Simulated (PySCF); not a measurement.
**Broadened absorption spectrum of (GeH3)2PPF2**

(GeH3)2PPF2, F2Ge2H6P2.
Bonds: F1–P2, P2–F3, P2–P4, P4–Ge5, P4–Ge6. Hydrogens: H7, H8, H9 on Ge5; H10, H11, H12 on Ge6.

Theory: PySCF 2.14.0, density-fitted response routines, TDDFT CAM-B3LYP/def2-SVPD, vertical, gas phase, core orbitals frozen in the response. Isolated species at its PBE0-D3(BJ)/def2-SVP geometry (one conformer only). The CAM-B3LYP/def2-SVPD calculation is non-relativistic and has no spin–orbit coupling, an omission that weighs most on germanium. Torsions of this conformer, `[F:1][P:2]([F:3])[P:4]([GeH3:5])[GeH3:6]`: F1–P2–P4–Ge5 169°.

Each state is given a Gaussian of 0.5 eV full width at half maximum, with ε(max) = 2.175×10⁸ f / Δν̃ (Δν̃ the width in cm⁻¹). The cross-section is σ = 3.8235×10⁻²¹ ε cm², given in Mb (10⁻¹⁸ cm²). The width is an assumption, not a result. The curve ends short of the highest state used, and states not computed would add to its high-energy end.

```tsv
E (eV)	σ (Mb)
4.17	0.00
4.27	0.02
4.36	0.06
4.46	0.20
4.55	0.46
4.65	0.93
4.75	1.57
4.84	2.22
4.94	3.19
5.04	5.15
5.13	8.73
5.23	15.18
5.33	22.79
5.42	27.78
5.52	28.37
5.61	24.38
5.71	17.95
5.81	13.68
5.90	13.94
6.00	18.61
6.10	25.21
6.19	29.62
6.29	30.27
6.39	26.63
```

(1) Locate the maxima and give the states behind the curve.

(2) Coming from long wavelengths, where does ε first pass 100 L mol⁻¹ cm⁻¹?

(3) On this curve, what absorbance would a 10⁻⁵ mol/L sample give at 266 nm over a 1 cm path?

Results:

(1) 226 nm (5.48 eV), ε about 7500, made up of S2 (99%); 198 nm (6.25 eV), ε about 8000, made up of S4 (14%), S5 (13%) and S6 (66%) (ε in L mol⁻¹ cm⁻¹; maxima over ε = 5, shares over 10%). The states used: S1 4.92 eV (f 0.0099); S2 5.48 eV (f 0.139); S3 6.02 eV (f 0.011); S4 6.14 eV (f 0.023); S5 6.22 eV (f 0.019); S6 6.28 eV (f 0.099); S7 6.65 eV (f 0.012); S8 6.70 eV (f 0.014); S9 6.80 eV (f 0.021); S10 6.99 eV (f 0.070).

(2) At about 274 nm (4.53 eV), 0.39 eV below S1.

(3) 266 nm is 4.661 eV, where ε is about 260 L mol⁻¹ cm⁻¹, so A = ε c l ≈ 0.0026 (Beer–Lambert, with the gas-phase spectrum and the assumed width).

The vertical ionisation energy (ΔSCF) is 9.08 eV, 2.09 eV above S10.

Time: 4.1 min wall (with the writing of density and orbital grids); peak memory 1.4 GiB. Hardware: one thread of an Arm Neoverse V2 (shared host).
